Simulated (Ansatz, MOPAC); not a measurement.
Species: H4Si2OF, net charge 0, doublet state. SMILES: F[SiH]O[SiH3]

Atoms: F1, Si2, O3, Si4, H5, H6, H7, H8. Bonds: F1-Si2, Si2-O3, Si2-H5, O3-Si4, Si4-H6, Si4-H7, Si4-H8.

Bond lengths (Å) and angles (degrees) optimised at PM7 with MOPAC; B3LYP/LANL2DZ with Ansatz (a first-principles code); MP2/6-31G* with Ansatz, each started from the B3LYP-D3(BJ)/def2-TZVP structure (Ansatz) of the last column. A row stands for all coordinates that are equal there; 10 of 17 kinds are shown. 6-31G* holds six Cartesian d functions. No wavenumbers were computed at B3LYP/LANL2DZ, MP2/6-31G*, so these may be saddle points.

```
coordinate    PM7  B3LYP/LANL2DZ  MP2/6-31G*  B3LYP-D3(BJ)/def2-TZVP
----------  -----  -------------  ----------  ----------------------
F1-Si2      1.550          1.701       1.622                   1.609
Si2-O3      1.542          1.649       1.649                   1.625
Si2-H5      1.437          1.500       1.488                   1.491
O3-Si4      1.603          1.684       1.673                   1.648
Si4-H6      1.458          1.483       1.482                   1.478
Si4-H7      1.458          1.484       1.484                   1.480
Si4-H8      1.458          1.483       1.480                   1.477
F1-Si2-O3   116.9          108.6       109.4                   108.9
Si2-O3-Si4  174.1          169.5       140.3                   150.3
F1-Si2-H5   120.7          106.0       108.4                   106.7
```

Mean signed difference of all 7 bond lengths from B3LYP-D3(BJ)/def2-TZVP: PM7 -0.043 Å, B3LYP/LANL2DZ 0.025 Å, MP2/6-31G* 0.010 Å.
